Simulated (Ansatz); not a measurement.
`N[SiH](S)I` + `CCl` → `N[SiH](S)CCl` + HI  (formal exchange of groups at the Si–I bond)

Computed with Ansatz on PBE0-D4/def2-TZVP structures; ΔE is electronic, products minus reactants. CCSD(T)/CBS adds triple-zeta CCSD(T) − MP2 to the extrapolated MP2 energy (def2 sets, frozen cores). This one scheme is used for every species. Functionals use def2-TZVPP. B3LYP here is the variant with VWN-RPA as its local correlation; programs differ in this. def2 core potentials past Kr. For I outer-core shells are correlated without core-valence functions, which leaves a few kJ/mol of doubt a bond. One conformer a species, not always the lowest.

`N[SiH](S)I`:

```xyz
8

N     0.354   -1.321   -0.472
Si    0.217    0.335   -0.124
S    -1.853    0.779   -0.302
I     0.976    1.052    2.114
H     1.244   -1.707   -0.744
H    -0.214   -1.995    0.017
H     1.095    1.061   -1.064
H    -1.818    1.795    0.575
```

`CCl`:

Cartesian coordinates in Å:
```
C -0.072 -0.022 0.125
Cl 0.805 0.245 -1.393
H -1.119 -0.203 -0.106
H 0.029 0.865 0.746
H 0.358 -0.885 0.628
```

`N[SiH](S)CCl`:

```xyz
11

N    -0.341   -1.393    0.890
Si    0.664   -0.294    0.052
S     1.574    1.296    1.162
C    -0.405    0.442   -1.312
Cl   -1.819    1.259   -0.575
H    -1.282   -1.101    1.106
H     0.041   -1.948    1.639
H     1.828   -1.018   -0.516
H     0.400    1.896    1.430
H    -0.792   -0.328   -1.980
H     0.132    1.189   -1.895
```

HI:

Cartesian coordinates in Å:
```
I -0.475 0.542 0.358
H 0.475 -0.542 -0.358
```

```json
{"level": "PBE-D4", "ΔE (kJ/mol)": "92.3"}
{"level": "B3LYP-D4", "ΔE (kJ/mol)": "90.8"}
{"level": "ωB97M-V", "ΔE (kJ/mol)": "88.2"}
{"level": "B3LYP", "ΔE (kJ/mol)": "94.3"}
{"level": "MP2/def2-TZVPP", "ΔE (kJ/mol)": "94.7"}
{"level": "CCSD(T)/def2-TZVPP", "ΔE (kJ/mol)": "85.2"}
{"level": "HF/CBS(def2)", "ΔE (kJ/mol)": "101.7"}
{"level": "MP2/CBS(def2)", "ΔE (kJ/mol)": "103.7"}
```

Question: What does CCSD(T)/CBS give? (Estimate.)

Answer: Computed: +94.2 kJ/mol. The listed levels differ from it by -1.9, -3.4, -6.0, 0.1, 0.5, -9.0, 7.5, 9.5 kJ/mol.

Largest T1 diagnostic among the species: 0.010.

The D4 term adds −3.4 kJ/mol with B3LYP and −2.2 kJ/mol with PBE0; it sums over pairs of atoms, weighted by their polarisabilities, and B3LYP, whose exchange is more repulsive, gets the larger term. In def2-TZVPP, CCSD(T) changes the Hartree–Fock value by −15.9 kJ/mol (the triples alone add −0.9 kJ/mol) and MP2 by −6.4 kJ/mol.

CCSD(T)/CBS has its own doubt, a few kJ/mol and more with outer-core shells, so smaller differences from it don't rank the levels.
